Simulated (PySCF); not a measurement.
Peak assignment

Cartesian coordinates in Å; atom numbers follow the order of the lines, from 1:
```xyz
20

C     2.3529   -1.1028   -1.3341
C     1.6217   -0.4567   -0.4167
C     2.2717    0.3405    0.6218
N     1.5692    0.9184    1.4901
O     0.2914   -0.5275   -0.4235
Si   -0.8638    0.2212    0.4858
C    -0.9915    2.0906    0.2345
O    -2.2407   -0.2887   -0.2171
C    -2.6381   -1.6009   -0.4880
H     3.4256   -1.0502   -1.3303
H     1.8847   -1.6913   -2.1021
H     3.3657    0.3717    0.5600
H     2.0634    1.4602    2.1929
H    -0.7935   -0.2592    1.8634
H    -0.9759    2.3463   -0.8211
H    -1.9202    2.4642    0.6493
H    -0.1745    2.6102    0.7189
H    -2.9078   -2.1171    0.4370
H    -3.5082   -1.5610   -1.1447
H    -1.8372   -2.1572   -0.9792
```

Single conformer, no solvent, one averaged value for each set of equivalent atoms, relativity neglected. GFN2-xTB structure; PBE0/pcSseg-1 with gauge-including orbitals; PySCF.

References, each an isolated molecule treated in the same way: TMS for ¹³C (σref 186.93), ¹H (σref 31.72).

(1) Assign these signals to the numbered atoms. ¹³C{¹H} NMR (computed): δ 169.0, 164.7, 114.0, 52.1, 3.4.

(2) Assign these signals to the numbered atoms. ¹H NMR (500 MHz, computed): δ 10.70 (br s, 1H), 8.04 (s, 1H), 5.62 (br s, 1H), 5.47 (q, 1H), 4.97 (br s, 1H), 3.89 (s, 3H), 0.10 (d, 3H).

## Answers

(1) 
```tsv
δ (ppm)	atoms	environment	reason
169.0	C3	carbon bonded to C, N, H	–
164.7	C2	carbon bonded to 2 C, O	–
114.0	C1	carbon bonded to C, 2 H	–
52.1	C9	carbon bonded to O, 3 H	–
3.4	C7	carbon bonded to Si, 3 H	–
```

(2) 
| δ (ppm) | atoms | environment | reason |
| --- | --- | --- | --- |
| 10.70 | H13 | hydrogen on a nitrogen bonded to C | – |
| 8.04 | H12 | hydrogen on a carbon bonded to C, N | – |
| 5.62 | H11 | hydrogen on a carbon bonded to C | – |
| 5.47 | H14 | hydrogen on a silicon bonded to C, 2 O | – |
| 4.97 | H10 | hydrogen on a carbon bonded to C | – |
| 3.89 | H18/H19/H20 | hydrogen on a carbon bonded to O | – |
| 0.10 | H15/H16/H17 | hydrogen on a carbon bonded to Si | – |

Exchangeable OH/NH protons stand at their gas-phase positions; hydrogen bonding in a real sample shifts them, mostly to higher δ. Shifts are as computed. Against solution values, carbons near 30 ppm lie about +3 ppm off and those near 130 ppm about +5 ppm. Of 1309 compounds with measured shifts, 239 miss one by over three times the rms of a fit or turn the order of signals round; such compounds aren't used in these exercises. Multiplicities follow the n + 1 count of equivalent neighbours, as no J values were calculated; m marks all less simple cases, F and P coupling included.
